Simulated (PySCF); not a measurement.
## A small calculation by hand: chemical shift, span and skew from a shielding tensor

C2H6Si, SMILES C1C[SiH2]1. Atoms are numbered in the order given.

```xyz
9

C      0.0000     0.7762     0.8446
C      0.0000    -0.7762     0.8446
Si     0.0000     0.0000    -0.8364
H      0.9014     1.2541     1.2101
H     -0.9014     1.2541     1.2101
H     -0.9014    -1.2541     1.2101
H      0.9014    -1.2541     1.2101
H      1.2390     0.0000    -1.6331
H     -1.2390     0.0000    -1.6331
```
Charge 0, spin multiplicity 1.

Geometry optimised at B3LYP-D3(BJ)/def2-TZVP.

GIAO shieldings from PySCF with B3LYP/pcSseg-1, non-relativistic, no solvent. The symmetric part of the tensor of C1 has the principal values 165.5, 188.7, 222.3 ppm. The same nucleus in TMS has σ = 181.3 ppm at this level (PySCF, at its B3LYP-D3(BJ)/def2-TZVP geometry).

Task: Work out the isotropic shielding, the ¹³C shift against TMS, the span and the skew.

Result: 
σ(iso) = (σ11 + σ22 + σ33)/3 = 192.2 ppm. δ = σ(ref) − σ(iso) = 181.3 − (192.2) = -10.9 ppm.
Span Ω = σ33 − σ11 = 56.8 ppm. Skew κ = 3(σ(iso) − σ22)/Ω = 0.18. Tumbling in solution averages the tensor to δ; in a static solid the shielding alone would spread this spin-1/2 line over Ω.
